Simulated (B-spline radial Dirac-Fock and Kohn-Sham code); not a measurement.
**Rh⁷⁺: non-radiative channels of the 2s vacancy**

System: the Rh⁷⁺ ion, [Kr] 4d2, inside a Watson sphere of charge -7 and radius 2.2 Å (a model of the Madelung potential; inside it an electron's potential energy is raised by 45.8 eV).

Model: a relativistic independent-particle model: LDA orbitals of the hole state, radiative multipoles to third order, Auger rates from the Coulomb interaction with a continuum orbital, Dirac-Fock energies. Program: a radial finite-basis atomic code. Kinetic energies are configuration averages from the vacuum level; the two-hole energies are estimated from single-hole states.

| transition | kinetic energy (eV) | width (meV) | share (%) |
| --- | --- | --- | --- |
| L1-L2N1 | 79.77 | 162 | 7.3 |
| L1-L2N2 | 118.6 | 104 | 4.7 |
| L1-L2N3 | 123.1 | 141 | 6.4 |
| L1-L3N1 | 222.3 | 239 | 10.8 |
| L1-L3N2 | 260.6 | 105 | 4.7 |
| L1-L3N3 | 265.9 | 210 | 9.5 |
| L1-L3N4 | 319.7 | 36.6 | 1.7 |
| L1-L3N5 | 320.5 | 48.7 | 2.2 |
| L1-M1M1 | 2025.7 | 39.0 | 1.8 |
| L1-M1M2 | 2138.6 | 77.0 | 3.5 |
| L1-M1M3 | 2164.3 | 145 | 6.6 |
| L1-M1M4 | 2346.5 | 115 | 5.2 |
| L1-M1M5 | 2351.4 | 165 | 7.5 |
| L1-M2M5 | 2456.2 | 41.0 | 1.9 |
| L1-M4M5 | 2667.2 | 235 | 10.6 |
| L1-M5M5 | 2672.5 | 65.5 | 3.0 |

Coster-Kronig rates are the weakest part of this model and often come out 1.5 to 2.5 times too large. The listed channels hold 87 % of the non-radiative rate. Summed by principal shells, of 2.21 eV in all: LLN 48.6 %, LMM 43.3 %, LMN 7.8 %, LNN 0.4 %.

Values without a named source are computed, but for edge energies of neutral atoms, which are taken from tables.
